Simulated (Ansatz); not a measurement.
**Strength of the C–Mg bond: Mg(CH3)Br → CH3 + MgBr**

Species: Mg(CH3)Br, singlet; CH3 (methyl radical) `[CH3]`, doublet; MgBr, doublet. 

Shapes, held fixed at every level: PBE0-D4/def2-TZVP. Programs: Ansatz 0.2.0. The zero-point and thermal change to 298 K, harmonic and unscaled (PBE0-D4/def2-TZVP), is -9.0 kJ/mol.

```csv
level,kind,ΔH(298 K) (kJ/mol),less CCSD(T)/def2-TZVPP,CPU time (sum over the molecules)
HF/def2-TZVPP,Hartree–Fock,+141.8,-117.5,–
PBE-D4/def2-TZVPP,GGA,+259.2,-0.1,9.8 s
B3LYP-D4/def2-TZVPP,global hybrid,+250.4,-8.9,15 s
BHLYP-D4/def2-TZVPP,global hybrid,+239.9,-19.4,12 s
wB97M-V/def2-TZVPP,range-separated hybrid,+276.1,+16.8,52 s
wB97X-V/def2-TZVPP,range-separated hybrid,+271.0,+11.7,37 s
CCSD/def2-TZVPP,coupled cluster or CI,+250.7,-8.6,–
CCSD(T)/def2-TZVPP,coupled cluster or CI,+259.3,0.0,2.8 min
```

The highest level, CCSD(T)/def2-TZVPP, gives ΔH(298 K) = +259.3 kJ/mol; the levels span +141.8 to +276.1. The column of differences is taken from that level and isn't an error. Hartree–Fock misses the correlation of the pair that is broken and comes out low. No measured value is set beside it here. Open shells run unrestricted unless RO is named. Relativity is left out for Br unless named. Correlated rows may include outer-core shells of Br, Mg, which these sets cover unevenly. Times are processor times on shared x86 and Arm servers, and rough.
